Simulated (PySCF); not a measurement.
# Dipole moment and polarisability of `F[C@@H]1C[C@H](F)OCO1`

C4H6F2O2.
Cartesian coordinates in Å at the PBE0-D3(BJ)/def2-SVP level; atoms count from 1:
```
atom  x, y, z in Å
F1    -0.3217   -1.5739    1.2397
C2     0.2525   -1.2830    0.0273
C3     1.1811   -0.0900    0.1805
C4     0.3988    1.2081    0.2857
F5    -0.1522    1.3082    1.5388
O6    -0.5928    1.2717   -0.6736
C7    -1.4334    0.1513   -0.6685
O8    -0.7288   -1.0341   -0.9125
H9     0.7889   -2.1830   -0.3118
H10    1.8131   -0.0341   -0.7183
H11    1.8303   -0.2191    1.0570
H12    1.0392    2.0907    0.1318
H13   -2.1443    0.2785   -1.4926
H14   -1.9626    0.0824    0.2974
```

Level: CAM-B3LYP/def2-SVPD (PySCF), static field, nuclei fixed, core orbitals frozen in the response. The polarisability tensor in these axes (au):

```
x   56.34 -0.35  2.70
y   -0.35 55.17  0.18
z    2.70  0.18 51.88
```

**Question.** Diagonalise the tensor; give its mean and Δα, where Δα² is half the sum of the squared differences of the eigenvalues.

**Answer.** Principal values 50.59, 55.17 and 57.64 au; mean 54.47 au = 8.07 Å³ = 8.98 × 10⁻⁴⁰ C²·m²/J; Δα = 6.19 au (11 % of the mean).

**Question.** What is the dipole moment, and where does it point?

**Answer.** (1.86, 0.02, -1.21) D, 2.22 D in size, pointing from the negative to the positive side. Measured along this direction, the outermost atoms are H14 at the negative end and H10 at the positive end.

**Question.** Find the Langevin capture rate constant for NO+ (29.998 u) meeting this molecule (124.034 u), k = 2.342 × 10⁻⁹ cm³/s × √(α in Å³ / reduced mass in u).

**Answer.** The reduced mass is 24.16 u, so k = 1.35 × 10⁻⁹ cm³/s. The formula leaves out the permanent dipole, which adds to the capture rate.

**Question.** Give the principal axes and the span of the nuclei along them.

**Answer.** Largest value along (0.90, -0.10, 0.42), where the nuclei span 4.71 Å; middle along (0.06, 0.99, 0.10), 4.30 Å; least along (-0.43, -0.07, 0.90), 2.78 Å. The response follows the extents in order.

**Question.** Refractivity n − 1 of an ideal gas of it at 298.15 K and 1 atm, from the electronic α?

**Answer.** N = p/kT = 2.4615 × 10¹⁹ cm⁻³, so n − 1 = 2π × N × 8.07 × 10⁻²⁴ cm³ = 1248 × 10⁻⁶ at long wavelengths, for an ideal gas.

**Question.** How large is μ²/3kT at 298 K beside α?

**Answer.** In Gaussian units μ²/3kT = 39.83 Å³ against 8.07 Å³, a ratio of 4.93; the Debye molar polarisation (4π/3)N_A(α + μ²/3kT) is 120.8 cm³/mol, leaving out the vibrational part.

Isolated species at its PBE0-D3(BJ)/def2-SVP geometry (one conformer only).

The run behind these numbers computed excited states as well. Hardware: an Arm Neoverse V2 with one thread, on a shared host. Cost: 43 s (grids of density and orbitals included), 1.0 GiB resident at most.
